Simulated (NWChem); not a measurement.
System: SF anion

```xyz
2

F      0.0000     0.0000    -1.1246
S      0.0000     0.0000     0.6360
```
Atoms are numbered in this order, from 1.

Level: B3LYP/def2-SVPD (NWChem), optimised geometry, unscaled harmonic frequencies. 

Q: List the harmonic frequencies with IR intensities, and the thermochemistry.

A: 
```tsv
frequency (cm⁻¹)	IR intensity (km/mol)
621	85.5
```

```yaml
zero_point_energy: 0.9 kcal/mol
thermal correction to the enthalpy at 298.15 K (with zero-point energy): 3.1 kcal/mol
heat capacity Cv: 6.0 cal/(mol K)
entropy at 298.15 K and 1 atm (symmetry number 1): 52.2 cal/(mol K)
```

Rigid rotor and harmonic oscillator.
